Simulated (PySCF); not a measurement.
# What a mistake does to a calculation on AlB2H4O cation

Calculated results; nothing here was measured. The program is PySCF 2.14.0, an open-source quantum chemistry code, run on an isolated molecule that a program drew, which may never have been made. The molecule is AlB2H4O cation (charge +1, singlet), drawn as the SMILES string `[BH2][AlH][B+]O`.

Each row is a Hartree-Fock (HF) and frozen-core CCSD(T) single point in the cc-pV(D+d)Z basis, meant for a local HF minimum. Run 1 is clean. Each other run has one planted mistake out of seven kinds, and not every kind appears here: one electron removed, one electron added, multiplicity raised by two, geometry at a saddle point, minimal basis STO-3G, one bond length entered in bohr, all coordinates scaled. The reference is restricted for singlets and unrestricted otherwise, and also for a bond in bohr. Adding or removing an electron swaps singlet and doublet. Electrons count all cores. HOMO and LUMO are orbital energies over both spins, the gradient is its largest component, and the lowest frequency (negative if imaginary) is given only where the gradient is small. Bond lengths are over the 7 bonds as drawn. T1 is the CCSD diagnostic: over 0.02 (restricted) or 0.045 (unrestricted) a single reference is doubtful.

Geometry of the clean run:
```xyz
8
AlB2H4O cation, angstrom
B    -0.5442   -0.6531   -0.7164
Al    1.1812    0.5929   -0.9703
B     1.0935    2.5951    0.0949
O     1.1507    3.7118    0.6344
H    -0.6046   -1.4284    0.1913
H    -1.4637   -0.5786   -1.4765
H     2.5684    0.5907   -1.6862
H     0.6637    4.3119    1.1912
```

| run | electrons | basis functions | <S^2> | HOMO (eV) | LUMO (eV) | gradient (hartree/bohr) | lowest frequency (cm^-1) | mean bond (Å) | longest bond (Å) | T1 | HF (hartree) | CCSD(T) (hartree) | mistake |
|---|---|---|---|---|---|---|---|---|---|---|---|---|---|
| 1 | 34 | 85 | 0.000 | -15.01 | -4.23 | 4.6e-06 | 99 | 1.5084 | 2.270 | 0.0158 | -368.22512 | -368.65994 | no fault |
| 2 | 33 | 85 | 0.766 | -22.28 | -12.84 | 6.7e-02 | - | 1.5084 | 2.270 | 0.0216 | -367.71567 | -368.12522 | one electron removed |
| 3 | 34 | 85 | 0.000 | -14.99 | -4.71 | 1.9e-05 | -121 | 1.5117 | 2.273 | 0.0154 | -368.22317 | -368.65749 | ? |
| 4 | 34 | 85 | 2.016 | -11.99 | -5.77 | 2.9e-02 | - | 1.5084 | 2.270 | 0.0208 | -368.11912 | -368.54499 | ? |

**Which mistake was planted in run 3, and what did it cost?**

The gradient is small, so the point is stationary, but the lowest frequency is imaginary (-121 cm^-1). So the mistake is: geometry at a saddle point. Subtracting run 1 and multiplying by 627.51 kcal/mol a hartree, the energy moved by 1.2 kcal/mol in HF and 1.5 kcal/mol in CCSD(T).

**Which mistake was planted in run 4, and what did it cost?**

Electrons, basis and geometry are unchanged, and <S^2> is 2.016, beside S(S+1) = 2.00 for a multiplicity of 3. So the mistake is: multiplicity raised by two. Subtracting run 1 and multiplying by 627.51 kcal/mol a hartree, the energy moved by 66.5 kcal/mol in HF and 72.1 kcal/mol in CCSD(T).

